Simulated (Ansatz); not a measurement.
Reactions of H4SSeSn, SMILES `[SH][SnH2][SeH]`.

Isolated molecules relaxed with PBE0-D4/def2-TZVP in Ansatz; ΔE leaves out vibrations. CBS: MP2 limit from def2 TZ/QZ plus the TZ coupled-cluster correction, frozen cores. This one scheme is used for every species. Functionals use def2-TZVPP. B3LYP here is the variant with VWN-RPA as its local correlation; programs differ in this. def2 core potentials past Kr. For Ga, Se, Sn outer-core shells are correlated without core-valence functions, which leaves a few kJ/mol of doubt a bond. Scalar relativity is left out up to krypton. Each species was taken in one conformer, which may not be the lowest.

| reaction | HF/CBS(def2) (kJ/mol) | ωB97X-V (kJ/mol) | B3LYP-D4 (kJ/mol) |
| --- | --- | --- | --- |
| `[SH][SnH2][SeH]` + `[CH3][AlH][CH3]` → `[CH3][Al]([CH3])[SeH]` + `[SH][SnH3]` | -52 | -54 | -50 |
| `[SH][SnH2][SeH]` + `[F][GaH][F]` → `[F][Ga]([F])[SeH]` + `[SH][SnH3]` | -15 | -14 | -11 |
| `[SH][SnH2][SeH]` + `B1CO1` → `[SeH]C1BO1` + `[SH][SnH3]` | 131 | 116 | 119 |
| `[SH][SnH2][SeH]` + `[AlH2][CH2]Cl` → `Cl[CH2][AlH][SeH]` + `[SH][SnH3]` | -45 | -53 | -49 |
| `[SH][SnH2][SeH]` + `CF` → `F[CH2][SnH2][SH]` + H₂Se | 128 | 111 | 116 |
| `[SH][SnH2][SeH]` + `OPO` → `OP(O)[SeH]` + `[SH][SnH3]` | 69 | 54 | 49 |
| `[SH][SnH2][SeH]` + `C[O][SnH]([Cl])[Cl]` → `C[O][Sn]([Cl])([Cl])[SeH]` + `[SH][SnH3]` | 9 | 4 | 2 |

(1) Give the CCSD(T)/CBS values in the same order. (Best estimate.)

Largest T1 diagnostic: 0.016, for `B1CO1`.

Results:

(1) Ansatz gave: -51, -9, 124, -51, 117, 59, 5 kJ/mol.
